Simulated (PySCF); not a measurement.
# How good is the calculation?

Geometry:
```
atom   x (Å)   y (Å)   z (Å)
  O1   0.161  -0.429   1.853
  C2   0.062  -0.162   0.703
  C3   1.283   0.136  -0.220
  F4   2.349   0.460   0.500
  F5   1.582  -0.946  -0.941
  F6   1.028   1.136  -1.061
  C7  -1.304  -0.075  -0.046
  F8  -1.677   1.201  -0.163
  F9  -2.249  -0.723   0.621
 F10  -1.226  -0.595  -1.269
```

Measured values that the calculation should reproduce: δ ¹⁹F F4/F5/F6/F8/F9/F10 -84.1 ppm (measured; G. Saielli, R. Bini, A. Bagno, Computational 19F NMR. 2. Organic compounds, RSC Adv. 2014, ESI (exp. from Berger-Braun-Kalinowski 1994 and Everett 1995)).
δ ¹⁹F F4/F5/F6/F8/F9/F10 -84.6 ppm (measured; University of Colorado NMR facility, 19F NMR Reference Standards).

Computed data (PySCF): shieldings: GIAO PBE0/pcSseg-1, coordinates at the GFN2-xTB level. Equivalent nuclei averaged, one conformer, no relativistic terms, gas phase.

Q: What does the calculation give, and how does it compare?

A: 
Reference values: measured (G. Saielli, R. Bini, A. Bagno, Computational 19F NMR. 2. Organic compounds, RSC Adv. 2014, ESI (exp. from Berger-Braun-Kalinowski 1994 and Everett 1995)).
```tsv
atoms	quantity	reference	computed	computed, scaled
F4/F5/F6/F8/F9/F10	δ ¹⁹F vs CFCl3	-84.1	-89.7	-74.5
```

Reference values: measured (University of Colorado NMR facility, 19F NMR Reference Standards).
```
             atoms        quantity  reference  computed  computed, scaled
F4/F5/F6/F8/F9/F10  δ ¹⁹F vs CFCl3      -84.6     -89.7             -74.5
```

Computed shifts are σ(ref) − σ with the named reference compound (TMS for H and C) calculated as an isolated molecule at the same level. The measured values may be among those fitted. Shieldings were converted by a linear fit to measured shifts: ¹⁹F: δ = 146.13 − 0.903σ +14.6 on sp3 carbon (rms 6.0 ppm, 223 shifts, 7.0 ppm with the 5 outliers that the fit left out vs CFCl3, solution or neat liquid). Occasional misses reach two or three times the rms, and more in compound classes unlike the fitted ones.

Q: How far are the unscaled ¹⁹F shifts from the references?

A: Mean signed difference -5.35 ppm, mean absolute 5.35 ppm over 2 comparisons; the largest is -5.6 ppm at F4/F5/F6/F8/F9/F10 (fluorine of a CF3 group).

2 of the 3 published NMR values on file for this molecule are compared.
